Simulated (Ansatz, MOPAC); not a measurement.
Molecule: CH6NSi (charge -1, singlet). SMILES: C[N-][SiH3]

Atoms: C1, N2, Si3, H4, H5, H6, H7, H8, H9. Bonds: C1-N2, C1-H4, C1-H5, C1-H6, N2-Si3, Si3-H7, Si3-H8, Si3-H9.

Bond lengths (Å) and angles (degrees) optimised at PM6 with MOPAC; PM7 with MOPAC; MP2/6-31G* with Ansatz (an electronic-structure program), each started from the B3LYP-D3(BJ)/def2-TZVP structure (Ansatz) of the last column. A row stands for all coordinates that are equal there; 11 of 15 kinds are shown. 6-31G* holds six Cartesian d functions. No wavenumbers were computed at MP2/6-31G*, so these may be saddle points.

| coordinate | PM6 | PM7 | MP2/6-31G* | B3LYP-D3(BJ)/def2-TZVP |
|---|---|---|---|---|
| C1-N2 | 1.438 | 1.449 | 1.435 | 1.424 |
| C1-H4 | 1.106 | 1.112 | 1.108 | 1.108 |
| C1-H5 | 1.106 | 1.109 | 1.115 | 1.117 |
| N2-Si3 | 1.518 | 1.713 | 1.660 | 1.647 |
| Si3-H7 | 1.463 | 1.461 | 1.510 | 1.505 |
| Si3-H8 | 1.464 | 1.470 | 1.543 | 1.536 |
| C1-N2-Si3 | 180.0 | 120.5 | 121.8 | 124.6 |
| N2-C1-H4 | 111.4 | 105.9 | 111.0 | 111.6 |
| N2-C1-H5 | 111.4 | 115.9 | 115.7 | 115.4 |
| N2-Si3-H7 | 114.0 | 106.0 | 110.9 | 111.1 |
| N2-Si3-H8 | 114.0 | 116.9 | 120.3 | 119.3 |

Mean signed difference of all 8 bond lengths from B3LYP-D3(BJ)/def2-TZVP: PM6 -0.041 Å, PM7 -0.012 Å, MP2/6-31G* 0.005 Å.
